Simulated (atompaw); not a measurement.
## u(r) = r·R(r): atom against pseudo-atom (cobalt (Co))

Columns: radius, all-electron u(r) and pseudo u(r) of the 3s shell (level -102.40 eV) of cobalt in the configuration [Ne] 3s2 3p6 3d7 4s2 4p0; PBE, scalar-relativistic, PAW (atompaw) scheme, atompaw 4.2.0.5.

```csv
r (bohr),all-electron,pseudo
0.067,0.0729,0.2075
0.135,-0.5749,0.4101
0.202,-0.6368,0.5954
0.269,-0.3024,0.7623
0.337,0.1665,0.9098
0.404,0.5939,1.0307
0.471,0.9201,1.1237
0.538,1.1318,1.1849
0.606,1.2424,1.2130
0.673,1.2707,1.2098
0.740,1.2419,1.1826
0.808,1.1742,1.1356
0.875,1.0853,1.0705
0.942,0.9855,0.9838
1.010,0.8813,0.8813
1.077,0.7809,0.7809
1.144,0.6860,0.6860
1.212,0.5973,0.5973
1.279,0.5181,0.5181
1.346,0.4472,0.4472
1.413,0.3846,0.3846
1.481,0.3288,0.3288
1.548,0.2810,0.2810
1.615,0.2395,0.2395
1.683,0.2032,0.2032
1.750,0.1726,0.1726
```

Question: How many radial nodes do the two functions have?

Answer: The all-electron 3s function has n − l − 1 = 2; the pseudo-wave has 0, since the states of the same l below it are removed with the core.

Question: At about which radius was the pseudo-wave matched?

Answer: 1.00 bohr, where the columns begin to agree (steps of 0.07 bohr).

Question: Is the pseudo-wave norm-conserving?

Answer: No, it belongs to a PAW set: the norm inside the radius is not constrained, and the difference is carried by the augmentation charge.
